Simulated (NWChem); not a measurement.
System: C5H5, doublet; SMILES [CH]1C=CC=C1

Input file for NWChem:

```
start job
memory heap 200 mb stack 900 mb global 1100 mb
geometry units angstroms
  C      0.110618    -1.146899    -0.318391
  C     -1.072551    -0.494944     0.183448
  C     -0.762239     0.818218     0.422489
  C      0.622182     1.017914     0.075680
  C      1.123905    -0.178299    -0.366108
  H      0.172885    -2.182757    -0.595071
  H     -2.021982    -0.973314     0.335672
  H     -1.418713     1.579576     0.800387
  H      1.149484     1.949973     0.157229
  H      2.124872    -0.375560    -0.701641
end
basis spherical
  * library def2-svp
end
dft
  odft
  mult 2
  xc pbe0
  iterations 150
end
driver
  maxiter 120
end
task dft optimize
```

In the optimisation the excess spin sits in a" (Cs, its own frame). No frequency run checked for a minimum.

The level has its own optimisation.

**Question.** Predict the main results of this run. (PBE0/def2-SVP, spin-unrestricted.) Quantities: dipole (D).

**Answer.** 
- dipole (D) = 0.03
